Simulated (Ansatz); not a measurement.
Breaking the C2–H3 bond in C3H9Al (SMILES [CH3][Al]([CH3])[CH3]) (multiplicity 1 held, fragments rigid). Energies count from the point at 1.096 Å.
Geometry at that point (charge 0, multiplicity 1):
| atom | x (Å) | y (Å) | z (Å) |
|---|---|---|---|
| Al | -0.0055 | 0.0032 | 0.0062 |
| C | -1.3769 | -1.3916 | -0.1469 |
| H | -1.2576 | -1.9368 | -1.0905 |
| H | -2.3859 | -0.9691 | -0.1662 |
| H | -1.3341 | -2.1292 | 0.6576 |
| C | -0.1504 | 1.6461 | -1.0564 |
| H | 0.7909 | 1.8814 | -1.5628 |
| H | -0.3671 | 2.5023 | -0.4073 |
| H | -0.9382 | 1.6049 | -1.8119 |
| C | 1.5299 | -0.2559 | 1.2001 |
| H | 2.1111 | 0.6553 | 1.3582 |
| H | 2.2124 | -1.0053 | 0.7825 |
| H | 1.2241 | -0.6366 | 2.1792 |

Signs of static correlation in cc-pV(D+d)Z, with CASSCF(2,2), from Ansatz (an electronic-structure program) runs.

```tsv
R (Å)	T1 of restricted CCSD	⟨S²⟩ of UHF	largest double amplitude of restricted CCSD	weight of the CASSCF reference in MRCISD	CASSCF natural occupations
0.877	0.008	0.000	0.020	0.858	1.99 0.01
0.987	0.008	0.000	0.020	0.858	1.99 0.01
1.096	0.008	0.000	0.020	0.858	1.98 0.02
1.206	0.009	0.000	0.015	0.858	1.98 0.02
1.316	0.009	0.000	0.026	0.858	1.97 0.03
1.480	0.010	0.000	0.031	0.858	1.94 0.06
1.644	0.011	0.000	0.029	0.858	1.91 0.09
1.918	0.016	[?]	0.122	0.858	1.83 0.17
2.193	0.023	0.796	0.249	0.858	1.72 0.28
2.521	0.033	0.925	0.396	0.858	1.54 0.46
2.960	0.048	0.985	[?]	0.859	1.33 0.67
3.508	0.061	1.005	0.761	0.859	1.16 0.84
```

Q: Fill in the missing entries.

A: 
- 1.918, ⟨S²⟩ of UHF: 0.541
- 2.960, largest double amplitude of restricted CCSD: 0.580

Doubts at one or more of the structures used: a restricted determinant that unrestricted orbitals would lower (R-CCSD(T)/cc-pV(D+d)Z); other coupled-cluster roots lie near (R-CCSD(T)/cc-pV(D+d)Z); T1 above 0.05 (R-CCSD(T)/cc-pV(D+d)Z, U-CCSD(T)/cc-pV(D+d)Z); a spin-contaminated determinant (U-CCSD(T)/cc-pV(D+d)Z); the program's own flag: other amplitudes (U-CCSD(T)/cc-pV(D+d)Z).
